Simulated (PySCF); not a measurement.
## A small calculation by hand: chemical shift, span and skew from a shielding tensor

H₂Si₂, SMILES [SiH2]=[Si] (connectivity only; charge and spin as stated), neutral, multiplicity 1. Atoms are numbered in the order given.

```xyz
4

Si     0.0000     0.0000    -0.9705
Si     0.0000     0.0000     1.2278
H      0.0000    -1.2347    -1.8013
H      0.0000     1.2347    -1.8013
```
Charge 0, spin multiplicity 1.

The structure is a stationary point at r2SCAN-D4/def2-TZVP. The isomer is the one that the SMILES or the coordinates give; other isomers of the formula were not compared.

GIAO shieldings from PBE/pcSseg-2 (PySCF), non-relativistic, no solvent. The symmetric part of the tensor of Si1 has the principal values -270.0, 181.1, 466.2 ppm. The same nucleus in TMS has σ = 324.1 ppm at this level (PySCF, at its B3LYP-D3(BJ)/def2-TZVP geometry).

Problem. Work out the isotropic shielding, the ²⁹Si shift against TMS, the span and the skew.

Solution. 
σ(iso) = (σ11 + σ22 + σ33)/3 = 125.8 ppm. δ = σ(ref) − σ(iso) = 324.1 − (125.8) = 198.3 ppm.
Span Ω = σ33 − σ11 = 736.2 ppm. Skew κ = 3(σ(iso) − σ22)/Ω = -0.23. Tumbling in solution averages the tensor to δ; in a static solid the shielding alone would spread this spin-1/2 line over Ω.
